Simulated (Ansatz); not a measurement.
CH5Ge (SMILES [CH2][GeH3]) moved off its minimum; all values from Ansatz (a first-principles code), cores frozen in correlated methods. Open shells are unrestricted.
(charge 0, multiplicity 2)
```xyz
7

C      1.5258    -0.0696    -0.0493
Ge    -0.3205     0.0563     0.0445
H      2.2422     0.6679    -0.1403
H      2.0314    -1.1077     0.0068
H     -0.9305    -0.3673     1.2932
H     -0.7593     1.5230    -0.1515
H     -1.0141    -0.8337    -1.1559
```

Forces at B3LYP/def2-TZVPP (eV/Å):

```json
[
 {"atom": "C1", "Fx": "1.289", "Fy": "-3.757", "Fz": "0.333"},
 {"atom": "Ge2", "Fx": "-1.468", "Fy": "0.410", "Fz": "-2.435"},
 {"atom": "H3", "Fx": "1.069", "Fy": "1.730", "Fz": "-0.206"},
 {"atom": "H4", "Fx": "-0.971", "Fy": "1.657", "Fz": "-0.087"},
 {"atom": "H5", "Fx": "-0.541", "Fy": "-0.689", "Fz": "1.515"},
 {"atom": "H6", "Fx": "0.026", "Fy": "-0.030", "Fz": "-0.088"},
 {"atom": "H7", "Fx": "0.596", "Fy": "0.679", "Fz": "0.969"}
]
```

Q: Give the forces (eV/Å), the total energy and the dipole at CCSD(T)/cc-pVTZ.

A: 
| atom | Fx | Fy | Fz |
|---|---|---|---|
| C1 | 1.531 | -3.781 | 0.321 |
| Ge2 | -1.693 | 0.382 | -2.547 |
| H3 | 1.129 | 1.761 | -0.207 |
| H4 | -0.952 | 1.639 | -0.088 |
| H5 | -0.606 | -0.740 | 1.687 |
| H6 | 0.004 | 0.077 | -0.103 |
| H7 | 0.587 | 0.661 | 0.938 |
Energy -2116.4513 hartree, dipole 0.87 D.
